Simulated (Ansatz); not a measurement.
This geometry of AlCl₂H₄N (8 atoms, charge 0, multiplicity 1) is a first-order saddle point.

These are results of Ansatz, RHF/def2-SVP, not measurements.

```xyz
8
Properties=species:S:1:pos:R:3
Al 0.057 -0.417 -0.056
H -0.160 0.061 1.650
Cl 1.926 0.277 -0.733
Cl -1.704 0.022 -1.122
N 0.083 -2.067 0.828
H -0.687 -2.713 0.781
H 0.941 -2.577 0.956
H -0.089 -0.933 1.647
```

**Question.** Which two structures does it join? (They come from a converged band through this point; their orientation in space is the band's.)

**Answer.** Bonds broken: Al1–H2, N5–H8. Bonds formed: H2–H8. AlCl2H4N becomes AlCl2H2N + H2.

Initial state:

```xyz
8
Properties=species:S:1:pos:R:3
Al 0.011 -0.057 0.195
H -0.172 0.857 1.460
Cl 1.926 -0.029 -0.771
Cl -1.669 -0.261 -1.123
N 0.060 -1.960 0.956
H -0.696 -2.505 0.569
H 0.929 -2.408 0.704
H -0.021 -1.983 1.962
```

Final state:

```xyz
8
Properties=species:S:1:pos:R:3
Al 0.124 -0.812 -0.527
H -0.229 0.534 2.574
Cl 1.910 0.229 -0.864
Cl -1.681 -0.007 -1.222
N 0.142 -2.353 0.300
H -0.667 -2.916 0.480
H 0.966 -2.808 0.645
H -0.197 -0.212 2.566
```

**Question.** How far does it lie above each of them?

**Answer.** 2.17 eV above the first and 1.16 eV above the second. This is the barrier of this one path; another mechanism may lie lower. The orbitals stay closed-shell, which can raise the energy where a bond breaks towards radicals; this wasn't checked here.

The run took 2.1 min on 1 thread of Arm Neoverse V2 (shared host), peak memory 0.16 GiB.
